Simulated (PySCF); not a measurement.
HgF4, SMILES [Hg]([F])([F])([F])[F].

Geometry: PBE-D3(BJ)/def2-SVP. The def2 effective core potentials stand for the cores of Hg; spin–orbit coupling is left out.

The numbers are results of PBE-D3(BJ)/def2-SVP (PySCF 2.14.0), not measurements.

Frequencies are harmonic and unscaled.

Modes within 1.5 cm⁻¹ of each other (mostly degenerate sets) share a row, with their intensities summed.

| mode | ν (cm⁻¹) | IR (km/mol) | moving atoms (share of kinetic energy) |
|---|---|---|---|
| 1 | 152 | 0.0 | F 100 % |
| 2 | 199 | 0.0 | F 100 % |
| 3 | 203 | 14.3 | F 73 %, Hg 27 % |
| 4–5 | 225 | 5.4 | F 89 %, Hg 11 % |
| 6 | 541 | 0.0 | F 100 % |
| 7 | 547 | 0.0 | F 100 % |
| 8–9 | 638 | 89.7 | F 84 %, Hg 16 % |
